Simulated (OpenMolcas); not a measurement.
# Run times for singlet SiCl2OF+

The species is SiCl2OF+ (5 atoms), meant as a singlet with charge +1. SMILES of the parent species: `[O][Si](F)(Cl)Cl`. Geometry: relaxed at PBE0-D4/def2-TZVP. That shape belongs to the parent species and isn't relaxed for this state.

```xyz
5

O     1.2052   -1.1209    0.3510
Si    0.0020   -0.0373    0.0719
F    -0.9445    0.1755    1.3111
Cl   -1.0886   -0.8158   -1.4285
Cl    0.8757    1.7250   -0.3470
```

Program: OpenMolcas 26.06. Hardware: 1 thread of Intel Xeon Platinum 8259CL at 2.50GHz (Skylake/Cascade Lake), shared host, so times are rough. Two-electron integrals are exact unless an approximation is named.

Question: Estimate their order by wall time, quickest first.
A. energy at B3LYP/6-31G* (spherical functions), grid UltraFine
B. energy at HF/STO-3G
C. energy at MP2/cc-pVDZ, 17 core orbitals frozen

Answer: B (2.9 s), C (12 s), A (39 s).
